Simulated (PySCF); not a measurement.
SrCa and its ions

PBE0; PySCF, scalar-relativistic core potentials, basis sets Sr def2-SVPD with ECP28, Ca def2-SVPD. Neutral (UKS): singlet (closed shell), Re = 4.429 Å, ωe = 63.5 cm⁻¹, De = 0.19 eV, HOMO -3.66 eV, LUMO -1.42 eV.

SrCa⁺ (UKS): doublet (σ ↑), Re = 4.050 Å, ωe = 102 cm⁻¹, De = 1.04 eV to Sr⁺ + Ca. The energies at the minima are -707.96531 hartree for SrCa and -707.79025 for SrCa⁺.

(1) Work out the adiabatic ionisation energy, without and with harmonic zero-point energies (1 hartree = 27.2114 eV, 1 eV = 8065.5 cm⁻¹), and the change of the bond length.

Closed-shell solutions of metal pairs were not tested for spin polarisation, which can lower them a little. Weak bonds: SrCa. Basis-set superposition, not corrected here, can be much of De in a small basis, most of all at correlated wavefunction levels. Spin–orbit coupling is left out. For an ion De counts to the pair picked by the measured ionisation energies or electron affinities, which need not be the lowest pair at this level. States were picked by a PBE0 search and need not be the measured ground states.

Results:

(1) At PBE0: 0.17506 hartree = 4.764 eV between the minima; the zero-point term (102.0 − 63.5)/2 cm⁻¹ = +0.002 eV makes it 4.766 eV. Re changes by -37.9 pm against the neutral. Minus the HOMO energy is 3.66 eV, -1.10 eV from the value between the minima; self-interaction puts the Kohn–Sham level too high, less so with exact exchange. The electron leaves a σ orbital, and the shorter bond of the ion fits an antibonding orbital, or a change in how ionic the bond is.
